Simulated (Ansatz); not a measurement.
A basis-limit estimate, worked out

An elementary step of BSiH5OF2, closed shell (BHOF₂ ([OH][B]([F])[F]) + SiH₄ → BSiH₃F₂ ([F][B]([F])[SiH3]) + H₂O; B–O, H–Si broken or loosened, B–Si, O–H formed or tightened). “Start” and “end” are the PBE0-D4/def2-TZVP structures reached by relaxing down either side of its saddle point, with the molecules still in contact.

Ansatz 0.2.0; basis: def2-TZVPP and def2-QZVPP; cores frozen in the correlated methods.

Energies in eV:

| quantity | end | start |
| --- | --- | --- |
| Hartree–Fock, triple zeta (X = 3) | -16069.04558 | -16070.85377 |
| Hartree–Fock, quadruple zeta (X = 4) | -16069.64891 | -16071.48083 |
| MP2 correlation, X = 3 | -26.85470 | -26.46382 |
| MP2 correlation, X = 4 | -29.18189 | -28.76507 |
| CCSD(T) correlation, X = 3 | -28.61363 | -28.19718 |

Q: Work out the step energy at the basis limit: extrapolate Hartree–Fock as E(X) = E∞ + A exp(−7.88 √X) and the MP2 correlation as E(X) = E∞ + B X^−2.97 (the exponents that Neese and Valeev fitted for def2-TZVPP and QZVPP), then add CCSD(T) − MP2 in triple zeta.

A: Each step is linear, so take the differences first (end − start): Hartree–Fock 1.80819 (X = 3) and 1.83192 (X = 4); MP2 correlation -0.39088 and -0.41682; CCSD(T) correlation -0.41645.
Two points give E∞ = E(4) + w [E(4) − E(3)], with w = 1/(exp(7.88 (2 − √3)) − 1) = 0.1377 for Hartree–Fock and w = 1/((4/3)^2.97 − 1) = 0.7407 for the correlation.
Hartree–Fock: 1.83192 + 0.1377 × 0.02373 = 1.8352 eV.
MP2 correlation: -0.41682 + 0.7407 × (-0.02594) = -0.4360 eV.
CCSD(T) − MP2: -0.41645 − (-0.39088) = -0.0256 eV.
Sum: 1.8352 + (-0.4360) + (-0.0256) = 1.3736 eV, or 31.68 kcal/mol. Plain CCSD(T) in triple zeta gives 1.3917 eV, so the larger basis shifts the result by -0.0181 eV.

T1 diagnostic: at most 0.013.

Labels in which every atom is bracketed show which atoms are joined, not bond orders.

For scale, one of the runs: CCSD(T)/def2-TZVPP, 236 basis functions, launched by `ansatz run in.yaml --threads 4 --pin off --events-out ev --progress --plain --max-ram 9574MiB`. The run took 33 s on 4 CPU threads of an Intel Xeon 6975P-C (shared host), with 4.9 GiB of host memory at its peak.
